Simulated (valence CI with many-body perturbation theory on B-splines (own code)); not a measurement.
**Zn XXV: magnetic and hyperfine properties of the levels**

Calculated by valence CI with perturbative core correlation (CI+MBPT): four valence electrons over a frozen Dirac-Fock core [He], radial functions for each j: 11 s, 11 p, 10 d, 8 f, 5 g, 2 h, with the one-electron correlation potential Σ1 (screened to all orders), the two-electron term Σ2, the three-electron term Σ3, Breit, model QED; selected single and double excitations, second order for the rest, scaled by the run's own slope (own B-spline code, finite nucleus).

No measured spectrum was set against this ion. As an estimate, levels of excited configurations hold to 0.05 to 0.15 % of their energy, terms of the ground configuration to about 0.5 %. Among the levels kept, up to 1000 cm⁻¹ of a level comes from second order outside the variational space, and about a tenth of that is noise between levels of different J, which matters for small intervals.

A/g_I is the dipole constant over the nuclear g factor μ/I (μ in nuclear magnetons, uniformly magnetised nucleus), B/Q the quadrupole constant per barn. Both hold the static response of the core; the bare values leave it out. Large factors of s and p1/2 electrons are usually good to 5 to 10 %; those of open d and f shells near neutrality can be off by tens of per cent, and small factors of p3/2, d and f electrons come from cancelling terms and can be off by a factor of two or in sign, in half-filled shells by more. B is blank for J = 1/2, where it vanishes, and for nearly pure S terms. Energies count from the lowest level. Levels with J = 0 are left out.

Levels are named by their leading jj configuration (3d3/2^4 stands for four electrons in 3d with j = 3/2), which in mixed levels can hold well under half, so a name can repeat and another be missing. Letters in brackets count levels of one name in rising energy.

```tsv
Level	E (eV)	g	A/g_I (MHz)	A/g_I bare	B/Q (MHz/b)	B/Q bare
(2s^2 2p1/2 2p3/2) J=1	19.5	1.496	-5000	-1540	41800	42000
(2s^2 2p1/2 2p3/2) J=2	27.0	1.306	86200	88000	9070	9120
(2s^2 2p3/2^2) J=2	53.2	1.184	55300	56500	73900	74100
(2s 2p1/2^2 2p3/2) J=2	87.2	1.946	197000	199000		
(2s 2p1/2^2 2p3/2) J=1	127.3	0.747	-97500	-93800	74500	74700
(2s 2p1/2 2p3/2^2) J=2 [a]	129.3	1.269	160000	159000	115000	115000
(2s 2p1/2 2p3/2^2) J=3	136.8	1.328	201000	200000	-234	-246
(2s 2p1/2 2p3/2^2) J=1 [a]	156.0	1.324	194000	192000	-75900	-76200
(2s 2p3/2^3) J=2	160.6	1.338	119000	120000	-106000	-106000
(2s 2p1/2 2p3/2^2) J=1 [b]	177.2	1.697	-6520	805	5580	5610
(2s 2p1/2 2p3/2^2) J=2 [b]	187.9	1.095	147000	146000	-17000	-17000
(2s 2p3/2^3) J=1	210.4	1.214	-51200	-45400	-3370	-3400
(2p1/2^2 2p3/2^2) J=2	261.5	1.418	38100	42900	44700	44900
(2p1/2 2p3/2^3) J=1	284.6	1.496	-10800	-4850	-40800	-41000
(2p1/2 2p3/2^3) J=2	295.3	1.073	95900	96600	-127000	-128000
(2s^2 2p1/2 3s) J=1	1327.5	1.364	232000	229000	-9250	-9290
(2s^2 2p1/2 3p1/2) J=1	1352.7	0.678	160000	158000	-2140	-2140
(2s^2 2p3/2 3s) J=2	1353.4	1.496	89600	90300	85300	85700
(2s^2 2p3/2 3s) J=1	1356.8	1.126	7120	10600	51900	52100
(2s^2 2p1/2 3p3/2) J=1	1364.1	1.413	-26100	-25300	10700	10700
(2s^2 2p1/2 3p3/2) J=2	1365.0	1.178	71800	71700	18900	19000
(2s^2 2p3/2 3p1/2) J=1	1384.1	1.237	47900	50200	26300	26400
(2s^2 2p3/2 3p1/2) J=2	1387.1	1.304	55000	56600	44800	45000
(2s^2 2p3/2 3p3/2) J=3	1387.9	1.331	33200	34600	110000	110000
(2s^2 2p3/2 3p3/2) J=1	1388.5	1.728	56400	58200	-21700	-21800
(2s^2 2p1/2 3d3/2) J=2	1390.3	0.755	68800	67900	9540	9650
(2s 2p1/2^2 3s) J=1	1392.5	2.342	351000	348000	-7940	-7970
(2s^2 2p1/2 3d5/2) J=3	1397.5	1.116	42700	42300	1630	1730
(2s^2 2p1/2 3d5/2) J=2	1397.8	1.240	-34600	-34400	-5240	-5180
(2s^2 2p3/2 3p3/2) J=2	1398.3	1.181	45400	46100	44400	44600
(2s^2 2p1/2 3d3/2) J=1	1399.7	0.784	-47400	-47100	-630	-599
(2s 2p1/2 2p3/2 3s) J=2 [a]	1406.0	1.808	203000	202000	81900	82200
```

(1) Take the isotope of mass number 67, with I = 5/2, μ = 0.87485 μN and Q = 0.122 b. What is the hyperfine structure of (2s^2 2p3/2^2) J=2?

Answers

(1) From the table A = 19300 MHz, B = 9010 MHz. Shifts from the centre of gravity in MHz: F = 1/2: -129000, F = 3/2: -104000, F = 5/2: -60200, F = 7/2: 5820, F = 9/2: 98800.
